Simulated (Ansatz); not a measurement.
Abridged output of a molecular run in Ansatz:

```
Functional definition: HF
  name "HF"
  cite "Fock, Z. Phys. 61, 126 (1930) doi:10.1007/BF01340294"
  parent pbe
  exchange = exact_x
  correlation = 0
809 factors; integrals over basis functions are off by at most 7.0e-4 eV
mean field evaluation 1: about -73394.8790 eV, gradient 2.5e1 eV
mean field evaluation 2: about -73394.9677 eV, gradient 2.5e1 eV
mean field evaluation 4: about -73396.3206 eV, gradient 2.1e0 eV
mean field evaluation 8: about -73396.3454 eV, gradient 1.8e-1 eV
mean field -73396.34559079 eV, -2697.2659506316 hartree, gradient 1.4e-6 eV, S^2 0.000000; 0 other end points of the search recorded, 0 dependent functions left out
11 core orbitals not correlated: weight in the atoms' cores, before any rotation towards them, 1.000 or more for the frozen orbitals, at most 0.000 for the correlated occupied ones
reference -73396.34559079 eV, -2697.2659506316 hartree; 14, 14 occupied and 99, 99 virtual orbitals, 809 factors
second order -16.91884032 eV of doubles, -0.00000000 eV of singles
cycle   1  -16.83342935 eV  change    8.5e-2 eV  update   8.3e-2
cycle   2  -17.19111626 eV  change   -3.6e-1 eV  update   2.3e-2
cycle   3  -17.26666886 eV  change   -7.6e-2 eV  update   1.3e-2
cycle   4  -17.25207147 eV  change    1.5e-2 eV  update   3.6e-3
cycle   5  -17.25075924 eV  change    1.3e-3 eV  update   1.5e-3
cycle   6  -17.25156262 eV  change   -8.0e-4 eV  update   4.6e-4
cycle   7  -17.25123985 eV  change    3.2e-4 eV  update   1.3e-4
cycle   8  -17.25122197 eV  change    1.8e-5 eV  update   4.6e-5
cycle   9  -17.25124444 eV  change   -2.2e-5 eV  update   1.9e-5
perturbative correction -0.56377043 eV, -0.0207181812 hartree
Total energy: -73414.16060566 eV, -2697.9206403528 hartree
```

Its atoms:

Z-matrix (Å, degrees):
```
B
F 1 1.309
Br 1 1.905 2 119.0
H 1 1.190 2 120.7 3 -180.0
```

(1) Which basis set was used?
A. def2-QZVPP
B. cc-pV(Q+d)Z
C. cc-pV(D+d)Z
D. def2-TZVPP

(2) Write the keys of the input that set method, charge and spin (a neutral closed shell needs none for the last two).

Answers

(1) D. It gives 124 functions.

(2) 
```yaml
correlation: {method: ccsd_t}
```
